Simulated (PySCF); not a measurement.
# How methods differ on the ionisation energy of Cr

Cr [Ar] 3d5 4s1 (7S) → Cr+ [Ar] 3d5 (6S), as a difference of total energies. Calculation: PySCF 2.14, in ANO-RCC-VTZP (6s5p3d2f1g, 59 functions); scalar relativity by spin-free X2C-1e. Correlated levels: valence: [Ar] frozen; valence and next inner shell: [Ne] frozen. The calculations carry no spin-orbit coupling.

```
                                method  ionisation energy (eV)
                                   UHF                   6.025
                                   LDA                   7.622
                                   PBE                   7.381
                                  PBE0                   7.060
                                r2SCAN                   7.327
                                 HSE06                   7.121
                                PBEsol                   7.396
                             BHandHLYP                   6.632
                         MP2 (valence)                   6.489
                     SCS-MP2 (valence)                   6.180
    MP2 (valence and next inner shell)                   6.738
SCS-MP2 (valence and next inner shell)                   6.416
```

Task: How much does correlation contribute at MP2 (valence and next inner shell)?

Result: 6.738 − (6.025) = 0.713 eV, measured against UHF.

Errors of the correlated levels include the incompleteness of this basis and the frozen core.

For comparison: 6.767 eV (measured; NIST Atomic Spectra Database, ionization energies).
